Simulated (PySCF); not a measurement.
Al(AsH2)(OH)2 (AlAsH₄O₂), SMILES [Al]([OH])([AsH2])[OH]. Atoms are numbered in the order given.

```xyz
8

Al    -1.0313    -0.0137     0.0000
As     1.3742     0.0625     0.0000
H      1.4204    -0.9885     1.1047
H      1.4204    -0.9885    -1.1047
O     -1.8280     0.0027    -1.5023
H     -2.7667     0.0242    -1.6895
O     -1.8280     0.0027     1.5023
H     -2.7667     0.0242     1.6895
```
Charge 0, spin multiplicity 1.

Geometry optimised at PBE0-D3(BJ)/def2-SVP. The structure was generated by enumeration; whether it is a known compound was not checked. Other conformers were not sampled.

Calculation: TDDFT-CAM-B3LYP/def2-SVPD in PySCF.

Vertical excitations. The molecule is in vacuum. State labels are in the subgroup Cs.

```csv
state,symmetry,energy (eV),λ (nm),f,main pairs
S1,A',5.83,213,0.143,HOMO→LUMO 81 %
S2,A",6.28,197,0.005,HOMO→LUMO+2 84 %
S3,A',6.58,188,0.134,HOMO→LUMO+1 84 %
S4,A',7.13,174,0.040,"HOMO−1→LUMO 69 %, HOMO→LUMO+5 15 %"
S5,A',7.17,173,0.082,"HOMO→LUMO+5 37 %, HOMO→LUMO+3 35 %, HOMO−1→LUMO 14 %"
S6,A",7.18,173,0.000,HOMO−2→LUMO 89 %
S7,A",7.37,168,0.032,HOMO−3→LUMO 87 %
S8,A',7.67,162,0.019,HOMO−1→LUMO+1 69 %
S9,A',7.74,160,0.124,"HOMO→LUMO+3 34 %, HOMO→LUMO+5 30 %, HOMO−4→LUMO 14 %"
S10,A",7.88,157,0.000,"HOMO→LUMO+4 34 %, HOMO−1→LUMO+2 33 %, HOMO−1→LUMO+4 8 %, HOMO→LUMO+10 7 %"
T1,A',5.21,238,0,"HOMO→LUMO 56 %, HOMO→LUMO+1 25 %, HOMO→LUMO+5 9 %"
T2,A',5.61,221,0,"HOMO→LUMO+1 65 %, HOMO→LUMO 25 %"
T3,A",5.64,220,0,"HOMO→LUMO+2 75 %, HOMO→LUMO+4 18 %"
T4,A',6.42,193,0,"HOMO→LUMO+5 52 %, HOMO→LUMO+3 21 %"
```
Triplets are in the Tamm–Dancoff approximation, which puts them higher than full response would, so one can lie above its singlet here.
